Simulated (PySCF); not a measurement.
A series of substituents X on one scaffold: SiH2(OH)-X. All species are isolated molecules in the gas phase. One relaxed conformer stands for each flexible species; it need not be the lowest. Strings in code marks are SMILES.

Level of theory: PySCF with PBE0-D4/def2-TZVP. Excitations are Tamm–Dancoff values on a coarser integration grid. The basis has no diffuse functions, so Rydberg states are missing or too high.

```tsv
species	HOMO (eV)	S1 oscillator strength	T1 excitation (TDA) (eV)
X = hydroxy	-8.89	0.003	7.52
X = cyano (`N#C[SiH2]O`)	-9.61	0.002	5.70
X = boryl (`B[SiH2]O`)	-7.95	0.008	2.95
X = borono	-8.05	0.020	5.30
X = germyl (`O[SiH2][GeH3]` (H–O–Si–Ge torsion 60°))	-7.81	0.012	5.45
X = propynyl (`[SiH2](O)C#CC`)	-7.73	0.001	4.84
```
